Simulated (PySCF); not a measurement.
Species: C₄H₁₀O₂S.
Numbering: `[CH3:1][CH2:2][S@@:3](=[O:4])[CH2:5][O:6][CH3:7]` (hydrogens: H8, H9, H10 on C1; H11, H12 on C2; H13, H14 on C5; H15, H16, H17 on C7)

Cartesian coordinates in Å at the PBE0-D3(BJ)/def2-SVP level; atoms count from 1:
```xyz
17
C4H10O2S angstrom
C     -1.477    1.194    0.277
C     -1.811   -0.184   -0.249
S     -0.483   -0.879   -1.315
O      0.164    0.289   -2.023
C      0.685   -1.448    0.004
O      1.053   -0.524    0.950
C      2.054    0.383    0.533
H     -2.388    1.699    0.631
H     -1.038    1.792   -0.536
H     -0.756    1.141    1.102
H     -2.681   -0.154   -0.924
H     -2.024   -0.929    0.534
H      1.545   -1.832   -0.580
H      0.177   -2.295    0.495
H      1.730    0.968   -0.339
H      2.985   -0.157    0.277
H      2.256    1.047    1.384
```

All values: wB97X-D/def2-SVPD (PySCF, non-relativistic), on one gas-phase PBE0-D3(BJ)/def2-SVP geometry that isn't relaxed in the solvent. The solvent is an IEF-PCM continuum (Bondi radii, 1.10 Å for H, scaled by 1.2), and excitations are vertical TDDFT with non-equilibrium linear response and a frozen core. Specific hydrogen bonds and non-electrostatic terms are outside this model.

| run | E − E(gas) (kJ/mol) | HOMO (eV) | HOMO–LUMO gap (eV) | dipole (D) | lowest singlet (eV) | static polarisability (au) |
| --- | --- | --- | --- | --- | --- | --- |
| gas | 0.00 | -8.32 | 10.33 | 2.91 | 5.64 | 79.2 |
| P | -25.75 | -8.40 | 10.40 | 3.78 | 5.70 | 98.1 |
| Q | -15.99 | -8.36 | 10.39 | 3.43 | 5.67 | 90.4 |

Q: The runs were made in benzene and chloroform. Which run belongs to which solvent?

A: P = chloroform, Q = benzene. The dielectric constants are 2.271 (benzene), 4.711 (chloroform), and the energy falls further as ε rises. The optical constants n² used for the excitations are 2.25, 2.09 in the same order. In this model the ground state sees the solvent through ε alone.

Q: How constant is the ratio of the lowering to (ε − 1)/(2ε + 1)?

A: 
```
   solvent  (ε − 1)/(2ε + 1)  E − E(gas) (kJ/mol)  ratio (kJ/mol)  polarisation term (kJ/mol)
   benzene             0.229               -15.99           -69.7                      -17.49
chloroform             0.356               -25.75           -72.3                      -29.80
```

The ratio changes by +3.7 % in size from benzene to chloroform. The polarisation term is half the interaction of the solute with the induced surface charges.

The pairwise dispersion term of wB97X-D wasn't added to the energies; at a given geometry it leaves orbitals and properties as they are.
